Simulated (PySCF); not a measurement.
One of the candidates below gave these computed data.

All candidates are C7H6ClN.

| technique | computed result |
| --- | --- |
| 13C NMR | chemical shifts (computed TMS as zero) by class: 153.4 (1 C), 120.9 (1 C), 120.3 (1 C), 98.3 (1 C), 83.5 (1 C), 53.4 (1 C), 19.9 (1 C) ppm [GIAO PBE0/pcSseg-1] |
| Rotational structure | rotational constants A, B, C: 1.568, 0.963, 0.660 GHz [GFN2-xTB] |
| 1H NMR | chemical shifts (computed TMS as zero) by class: 6.01 (1 H), 4.39 (2 H), 3.63 (2 H), 3.24 (1 H) ppm [GIAO PBE0/pcSseg-1] |
| Dipole | 3.09 D [PBE0/pcSseg-1] |
| NMR, other nuclei | isotropic shieldings of nuclei other than C and H, by class: -33 (1 N), 812 (1 Cl) ppm [GIAO PBE0/pcSseg-1] |

Electronic properties: PySCF, gas phase, density fitting. Levels stand in brackets. Isolated species at its GFN2-xTB geometry (one conformer only). NMR classes are plain means over equivalent atoms (diastereotopic ones count apart unless rotation or inversion swaps them), as if these changed places fast.

Task: Which candidate is it?
A. `N#C/C=C1C=C\1CCCl`
B. `C=C1C[C@@H](C#N)/C1=C/Cl`
C. `C#C/C=C(/CCl)CC#N`

Result: C. It is `C#C/C=C(/CCl)CC#N`. Numbering: `[CH:1]#[C:2]/[CH:3]=[C:4](/[CH2:5][Cl:6])[CH2:7][C:8]#[N:9]`. Its formula, C7H6ClN, gives 5 degrees of unsaturation: 0 rings and 5 π bonds in the structure found. 7 carbons fall into 7 classes; from least to most shielded: fully substituted alkene carbon [C4] (153.4 ppm), nitrile carbon [C8] (120.9 ppm), alkene CH carbon [C3] (120.3 ppm), terminal alkyne carbon [C1] (98.3 ppm), alkyne carbon [C2] (83.5 ppm), sp3 C–Cl carbon [C5] (53.4 ppm), sp3 carbon next to a nitrile [C7] (19.9 ppm). Hydrogen classes from least to most shielded: 1 H on an alkene CH carbon, C3 (6.01 ppm), 2 H on an sp3 C–Cl carbon, C5 (4.39 ppm, a mean of values up to 0.5 ppm apart in this geometry), 2 H on an sp3 carbon next to a nitrile, C7 (3.63 ppm), 1 H on a terminal alkyne carbon, C1 (3.24 ppm). The other shieldings belong to: -33 ppm, nitrile nitrogen [N9]; 812 ppm, alkyl chlorine [Cl6]. The optimised geometry has point group C1 and is an asymmetric top.

The others, at the same levels:
- `C=C1C[C@@H](C#N)/C1=C/Cl` fails: its computed 13C shifts are 147.4 (1 C), 143.3 (1 C), 131.0 (1 C), 124.5 (1 C), 122.8 (1 C), 35.7 (1 C), 25.8 (1 C) ppm, 1H shifts are 6.39 (1 H), 6.36 (1 H), 5.65 (1 H), 3.46 (1 H), 3.07 (1 H), 3.00 (1 H) ppm and rotational constant A is 2.089 GHz (against 1.568 GHz).
- `N#C/C=C1C=C\1CCCl` fails: its computed 13C shifts are 153.9 (1 C), 138.9 (1 C), 137.3 (1 C), 122.8 (1 C), 55.7 (1 C), 46.6 (1 C), 34.1 (1 C) ppm, 1H shifts are 8.04 (1 H), 4.38 (1 H), 3.93 (2 H), 3.08 (2 H) ppm and rotational constant A is 9.406 GHz (against 1.568 GHz).

Each candidate is one conformer, not necessarily the lowest. The conformers computed, where there is a choice (atom-mapped SMILES and torsion angles):
- `[CH:1]#[C:2]/[CH:3]=[C:4](/[CH2:5][Cl:6])[CH2:7][C:8]#[N:9]`: C3–C4–C5–Cl6 -107°, C3–C4–C7–C8 -109°
- `[N:1]#[C:2]/[CH:3]=[C:4]1[CH:5]=[C:6]\1[CH2:7][CH2:8][Cl:9]`: C5–C6–C7–C8 0°, C6–C7–C8–Cl9 180°
